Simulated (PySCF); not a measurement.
# Identify the compound

An unknown has the formula C4H11FO2Si2. Its calculated NMR data are:

¹H NMR (300 MHz, computed): δ 6.45 (s, 1H), 5.20 (m, 2H), 5.05 (m, 2H), 5.02 (s, 3H), 2.13 (s, 3H).

¹³C{¹H} NMR (computed): δ 145.7, 133.6, 77.0, 13.6.

Non-relativistic Hamiltonian, single conformer, no solvent model, one averaged value for each set of equivalent atoms. GIAO PBE0/pcSseg-1 shieldings; GFN2-xTB structure; PySCF 2.14.

δ = σ(ref) − σ, references computed at the same level: ¹H (σ = 31.72 ppm) and ¹³C (σ = 186.93 ppm) vs TMS.

Q: What is the structure?

A: 
1. Rings plus π bonds: 1 (no ring in the answer).
2. 4 carbon signals for 4 carbons: no two carbons are equivalent.
3. Carbon types of the structure: 1 × C, 1 × CH, 1 × CH2, 1 × CH3, leaving 5 H on heteroatoms.
4. δC 145.7, 133.6: alkene carbon bearing oxygen.
5. δC 77.0: sp3 CH2 bonded to F and Si; pulled downfield by the heteroatom.
6. δC 13.6: allylic methyl carbon; saturated and bonded to C and H only.
7. δH 6.45: hydrogen on an alkene carbon bearing oxygen; attached to an sp2 carbon and in the plane of the double bond.
8. δH 5.05: hydrogen on an sp3 CH2 bonded to F and Si; its carbon carries F, an electronegative neighbour.
9. δH 5.02: hydrogen on a silicon bonded to O.
10. δH 2.13: hydrogen on an allylic methyl carbon; allylic position.

These data were computed for SMILES C/C(=C\O[SiH3])O[SiH2]CF.

The shifts were computed for this structure.

Splittings by ¹⁹F in the carbon and heteronuclear signals aren't shown, as no couplings were computed. Shifts are as computed. Against solution values, carbons near 30 ppm lie about +3 ppm off and those near 130 ppm about +5 ppm. Of 1211 compounds with measured shifts, 218 miss one by over three times the rms of a fit or turn the order of signals round; such compounds aren't used in these exercises. No couplings were computed; multiplicities are counted from neighbouring protons, with m where these are inequivalent, close in shift, in a saturated or five-membered ring or joined by F or P, and br s for small geminal =CH2 splittings.
